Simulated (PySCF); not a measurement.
C3H6BNO, SMILES C=C1CNB1O.

Geometry: PBE-D3(BJ)/def2-SVP. This is a generated structure with no PubChem entry under its InChIKey; it may be hypothetical. The values are those of a single conformer.

Computed with PBE-D3(BJ)/def2-SVP in PySCF 2.14.0.

No scaling factor is applied to the harmonic values.

Computed harmonic wavenumbers and intensities:
| mode | ν (cm⁻¹) | IR (km/mol) | moving atoms (share of kinetic energy) |
|---|---|---|---|
| 1 | 164 | 0.1 | N 32 %, C 31 %, H 28 %, O 8 % |
| 2 | 228 | 3.4 | C 37 %, O 32 %, H 25 % |
| 3 | 242 | 49.5 | H 40 %, C 38 %, B 16 % |
| 4 | 423 | 6.4 | C 32 %, H 32 %, N 13 %, B 13 %, O 10 % |
| 5 | 441 | 2.2 | H 89 % |
| 6 | 498 | 173.9 | H 66 %, N 11 %, B 9 %, O 9 % |
| 7 | 603 | 0.9 | H 54 %, B 25 %, C 19 % |
| 8 | 608 | 0.2 | O 35 %, C 33 %, N 16 %, H 9 % |
| 9 | 715 | 4.8 | H 65 %, B 28 % |
| 10 | 718 | 5.8 | C 43 %, H 23 %, N 13 %, B 12 %, O 9 % |
| 11 | 855 | 2.1 | C 52 %, H 44 % |
| 12 | 898 | 28.9 | H 74 %, C 26 % |
| 13 | 926 | 117.2 | H 62 %, O 17 %, N 14 % |
| 14 | 987 | 0.1 | H 60 %, C 38 % |
| 15 | 988 | 27.0 | H 40 %, C 32 %, N 26 % |
| 16 | 1099 | 8.3 | H 47 %, C 42 % |
| 17 | 1110 | 0.0 | H 90 % |
| 18 | 1151 | 58.5 | H 49 %, C 23 %, B 19 %, N 9 % |
| 19 | 1209 | 33.0 | H 41 %, C 25 %, N 16 %, B 16 % |
| 20 | 1289 | 31.2 | H 46 %, B 20 %, N 15 %, C 14 % |
| 21 | 1382 | 14.1 | H 82 %, C 13 % |
| 22 | 1426 | 69.0 | H 83 % |
| 23 | 1516 | 339.1 | B 59 %, H 15 %, N 12 %, O 10 % |
| 24 | 1724 | 23.4 | C 91 % |
| 25 | 2922 | 71.8 | H 95 % |
| 26 | 2971 | 41.1 | H 90 %, C 10 % |
| 27 | 3050 | 16.3 | H 94 % |
| 28 | 3146 | 8.3 | H 89 %, C 11 % |
| 29 | 3559 | 19.8 | H 93 % |
| 30 | 3748 | 49.2 | H 94 % |
